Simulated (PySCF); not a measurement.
A search over the determinants of AgO

Unrestricted PBE0; basis Ag x2c-TZVPPall, O x2c-TZVPPall; spin-free X2C with a Gaussian nucleus; PySCF 2.14. Outer shells of the fragments: Ag 4d10 5s1; O 2s2 2p4.

Followed along the bond (rough minima from three points):

```json
{"2Ms+1": "2", "unpaired": "π ↑", "⟨S²⟩ at the start": "0.77", "R at minimum (Å)": "2.00", "Te (eV)": "0.00"}
{"2Ms+1": "2", "unpaired": "σ ↑", "⟨S²⟩ at the start": "0.77", "R at minimum (Å)": "1.94", "Te (eV)": "1.12"}
{"2Ms+1": "4", "unpaired": "σ ↑, π ↑↑", "⟨S²⟩ at the start": "3.76", "R at minimum (Å)": "none in the scan", "Te (eV)": "≤ 2.00"}
```

Solutions found at the starting distance of 1.935 Å, counted from the lowest of them; the search is not exhaustive and high or unbound solutions are not listed, so other states can lie among these:

| 2Ms+1 | unpaired | term | E (eV) | ⟨S²⟩ | ⟨Lz²⟩ | μ (D) |
| --- | --- | --- | --- | --- | --- | --- |
| 2 | π ↑ | ²Π | 0.00 | 0.77 | 1.01 | -4.77 |
| 2 | σ ↑ | ²Σ⁺ | 1.09 | 0.77 | 0.00 | -5.97 |
| 4 | σ ↑, π ↑↑ | ⁴Σ⁻ | 2.11 | 3.76 | 0.00 | 1.05 |
| 4 | σ ↑↑, π ↑ | ⁴Π | 2.13 | 3.76 | 1.01 | 0.01 |
| 2 | σ ↓, π ↑↑ | mixed | 2.30 | 1.76 | 0.00 | 1.22 |
| 2 | σ ↑, π ↑↓ | mixed | 2.76 | 1.76 | 2.01 | 0.84 |

A term symbol is given only where ⟨S²⟩ and ⟨Lz²⟩ are close to those of a pure state; real π, δ and φ orbitals otherwise mix terms. A positive dipole means Ag(−)O(+).

Spin–orbit coupling is left out. Counting both spins, an empty level lies below a filled one in some of these solutions, because spin and occupation are held. With d or f electrons several states lie close, and the lowest PBE0 determinant need not be the measured ground state.
